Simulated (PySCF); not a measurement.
H7NO2Si2, SMILES N[Si](O)(O)[SiH3]. Geometry: r2SCAN-D4/def2-SVP. The structure was generated by enumeration, and PubChem lists no compound with its InChIKey, so it may never have been made. The values are those of a single conformer.

The numbers are results of r2SCAN-D4/def2-SVP (PySCF), not measurements.

Harmonic wavenumbers (cm⁻¹): 106, 123, 133, 174, 242, 260, 281, 361, 385, 452, 486, 518, 518, 751, 762, 799, 848, 874, 900, 928, 937, 957, 1546, 2203, 2208, 2218, 3560, 3656, 3847, 3849. Rotational constants (GHz): 3.681, 2.060, 1.986; symmetry number 1.

Question: Work out the zero-point energy and the ideal-gas rigid-rotor harmonic-oscillator thermochemistry at 298.15 K and 1 atm.

Answer: ZPE = ½ Σ hcν = ½ × 34885 cm⁻¹ = 49.87 kcal/mol. H − E(el) = 56.18 kcal/mol. Entropy in cal/(mol K): translation 39.98, rotation 27.46, vibration 23.04, total 90.48. G − E(el) = 29.21 kcal/mol. Cp = 34.09 cal/(mol K). Modes under 150 cm⁻¹ make the vibrational entropy uncertain.
